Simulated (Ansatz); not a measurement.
Ansatz (a first-principles code) input for difluorosilyl(difluoro)silane (F4H2Si2), SMILES F[SiH]([SiH](F)F)F, CAM-B3LYP/def2-SVPD. Geometry optimised at r2SCAN-D4/def2-SVP. Other conformers were not sampled.

Ansatz 0.2 input:
```yaml
crystal:
  periodic: [false, false, false]
  atoms:
    - {symbol: Si, position_ang: [-1.11006092, 0.37301873, -0.00000000]}
    - {symbol: F, position_ang: [-1.84070349, -0.24778068, 1.30497405]}
    - {symbol: F, position_ang: [-1.84070348, -0.24778069, -1.30497406]}
    - {symbol: Si, position_ang: [1.11006092, -0.37301873, 0.00000000]}
    - {symbol: F, position_ang: [1.84070349, 0.24778068, -1.30497405]}
    - {symbol: F, position_ang: [1.84070348, 0.24778069, 1.30497406]}
    - {symbol: H, position_ang: [-1.30848843, 1.84381047, -0.00000001]}
    - {symbol: H, position_ang: [1.30848843, -1.84381047, 0.00000001]}
basis:
  gaussian:
    orbitals: def2-SVPD
hamiltonian:
  xc: {name: CAM-B3LYP}
```

Output:

```
WARN ansatz: RAYON_NUM_THREADS=1 ignored (pool sized by the plan → 1); use --threads N
Functional definition: CAM-B3LYP
integrals: 0.11 GiB planned
1342 factors; their error is unknown
integrals: 0.14 GiB planned
551 factors; integrals over basis functions are off by at most 2.5e-5 eV
mean field: 1.06 GiB planned
mean field evaluation 1: about -26641.2137 eV, gradient 6.0e1 eV
mean field evaluation 2: about -26636.3692 eV, gradient 8.6e1 eV
mean field evaluation 4: about -26646.8905 eV, gradient 4.4e-1 eV
mean field evaluation 8: about -26647.0441 eV, gradient 2.5e-3 eV
mean field -26647.04411641 eV, -979.2608092628 hartree, gradient 4.2e-5 eV, S^2 0.000000; 0 other end points of the search recorded, 0 dependent functions left out
reference -26647.04426730 eV, -979.2608148080 hartree; 33, 33 occupied and 123, 123 virtual orbitals, 1342 factors
Total energy: -26647.04426730 eV, -979.2608148080 hartree
```

The run converged.
